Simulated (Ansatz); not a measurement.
Total energies of `CO[SiH2]S`.

```xyz
10

C     0.756   -0.569    1.386
O    -0.124    0.275    0.677
Si   -0.107    0.396   -0.958
S    -1.775    1.527   -1.613
H     0.431   -0.601    2.426
H     0.747   -1.590    0.986
H     1.783   -0.190    1.354
H    -0.119   -0.975   -1.535
H     1.081    1.142   -1.446
H    -2.674    0.586   -1.277
```

Total charge 0; spin multiplicity 1. Geometry: relaxed with PBE0-D4/def2-TZVP. It is one conformer, not always the lowest. Basis def2-TZVPP, the Gaussian-basis code of Ansatz.

RPA on PBE orbitals: Hartree–Fock energy of these orbitals -802.77194 Eh, correlation -1.20932 Eh (frozen core).

```
             functional  energy without D4 (Eh)  D4 term (kJ/mol)
            LDA (SPW92)              -801.27803                 –
                    PBE              -804.28651             -19.2
                 revPBE              -804.57691             -58.4
                   BLYP              -804.70498             -42.3
                 r2SCAN              -804.63548              -4.7
                 B97M-V              -804.55497                 –
                   PBE0              -804.35841             -16.2
                  B3LYP              -804.79766             -31.0
                r2SCANh              -804.62640              -5.0
                r2SCAN0              -804.61377              -5.6
HSE06 (plane-wave form)              -804.33830             -15.1
                  BHLYP              -804.68980             -24.0
              CAM-B3LYP              -804.72303             -16.5
                LC-ωPBE              -804.48170                 –
                ωB97X-V              -804.61024                 –
                ωB97M-V              -804.65673                 –
                 B2PLYP              -804.41679                 –
               PBE-QIDH              -804.17543                 –
```

B3LYP takes the VWN-RPA correlation (the form of Gaussian; ORCA's B3LYP/G). HSE06 is the plane-wave form, built on full-range PBE exchange. The double hybrids freeze the cores in their second-order part.

LC-ωPBE has ω = 0.4 bohr⁻¹.
